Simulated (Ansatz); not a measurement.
Molecule (SMILES): FSF.
Geometry (B3LYP-D3(BJ)/def2-TZVP, fixed):
```
S
F 1 1.6052
F 1 1.6052 2 98.75
```
Charge 0, spin multiplicity 1.

How fast the dipole moment converges with the basis for several methods (Ansatz, a program for electronic structure): deviation from each method's own reference, in D. References: CCSD(T) 1.126 D, the value in aug-pcseg-3; HF 1.394 D, the value in aug-pcseg-3; MP2 1.118 D, the value in aug-pcseg-3; PBE 0.882 D, the value in aug-pcseg-3; PBE0 1.045 D, the value in aug-pcseg-3. Cartesian d functions, on some or all atoms, in 6-311G**, 6-311+G**; all else is spherical. In correlated methods cores are frozen. No added dispersion term, no relativity. The reference of a correlated method is not its basis-set limit, which lies further on.

```tsv
basis	functions	CCSD(T)	HF	MP2	PBE	PBE0
STO-3G	19	-0.670	-0.694	-0.543	-0.562	-0.603
pcseg-1	46	0.421	0.461	0.421	0.297	0.349
cc-pV(D+d)Z	51	0.323	0.446	0.318	0.198	0.274
6-311G**	63	0.533	0.575	0.541	0.409	0.461
aug-pcseg-1	73	0.067	0.043	0.060	0.046	0.047
6-311+G**	75	0.501	0.491	0.515	0.421	0.438
aug-cc-pV(D+d)Z	78	0.029	0.029	0.030	0.015	0.019
6-311++G(2d,2p)	89	0.179	0.166	0.182	0.127	0.136
def2-TZVPP	104	0.094	0.129	0.104	0.100	0.103
6-311++G(3df,3pd)	125	0.021	0.008	0.021	0.012	0.010
def2-TZVPPD	131	-0.001	0.006	0.000	0.002	0.004
cc-pV(Q+d)Z	174	0.012	0.038	0.018	0.021	0.024
```

Mean absolute deviation over 6-311G**, 6-311+G**, 6-311++G(2d,2p), def2-TZVPP, 6-311++G(3df,3pd), def2-TZVPPD: PBE 0.179, PBE0 0.192, CCSD(T) 0.222, MP2 0.227, HF 0.229 D.
